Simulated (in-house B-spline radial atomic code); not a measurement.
A fraction x of an electron is removed from 2s in Mg²⁺, starting from [He] 2s2 2p6 and keeping the highest spin. Level of theory: non-relativistic PBE, spin-polarised, spherical fractional occupations, point nucleus; calculated with a radial B-spline atomic code at the basis-set limit.

```
   x  E(x) - E(0) (eV)  2s down level (eV)
   0            0.0000             -99.644
0.05            5.0150            -100.957
0.18           18.3624            -104.392
0.27           27.8654            -106.787
0.48           50.8811            -112.422
 0.5           53.1350            -112.962
0.51           54.2660            -113.233
0.68                 ?                   ?
 0.8           88.2457            -121.129
0.95                 ?                   ?
   1          113.0212                   -
```

Problem. What belongs in the row x = 0.68?

Solution. An energy change of 73.9073 eV; 2s down at -117.848 eV.

Problem. What belongs in the row x = 0.95?

Solution. An energy change of 106.7240 eV; 2s down at -125.253 eV.

Problem. Check Janak's theorem between x = 0.05 and 0.18.

Solution. The slope of the energy is 102.67 eV; the orbital levels give 102.67 eV (-ε of the emptying orbital, averaged over the two points).
